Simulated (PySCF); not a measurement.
# In⁺ (indium, charge +1) across methods

[Kr] 4d10 5s1 6s1, high-spin 3S determinant (an excited configuration). All numbers are calculated (PySCF 2.14, a scalar-relativistic core potential, in aug-cc-pVDZ-PP with ECP28MDF).

```tsv
method	E (hartree)	mean ε 4d β (eV)	mean ε 5s α (eV)	mean ε 6s α (eV)	Σ⟨r²⟩ (bohr²)	⟨S²⟩
M06	-189.5355	-33.755	-20.069	-6.264	73.99	2.000
PBE	-189.4783	-30.886	-19.240	-5.904	70.59	2.000
r2SCAN	-189.5398	-31.560	-19.401	-5.849	71.52	2.001
LDA	-189.1365	-30.922	-19.655	-5.924	69.94	2.000
PBEsol	-189.2499	-30.794	-19.321	-5.894	70.62	2.000
HSE06	-189.4804	-33.043	-19.807	-5.925	71.72	2.000
PBE0	-189.4836	-33.463	-20.133	-6.236	71.68	2.000
TPSSh	-189.4119	-31.933	-19.422	-5.995	71.71	2.000
```

Q: Estimate the same row for UHF.

A: E (hartree) = -188.64145; mean ε 4d β (eV) = -40.058; mean ε 5s α (eV) = -22.180; mean ε 6s α (eV) = -6.872; Σ⟨r²⟩ (bohr²) = 75.53; ⟨S²⟩ = 2.001.

Energies and moments cover only the electrons outside the core potential. The outer electron is Rydberg-like, and this basis confines it to a smaller radius and binds it less than a complete one would.
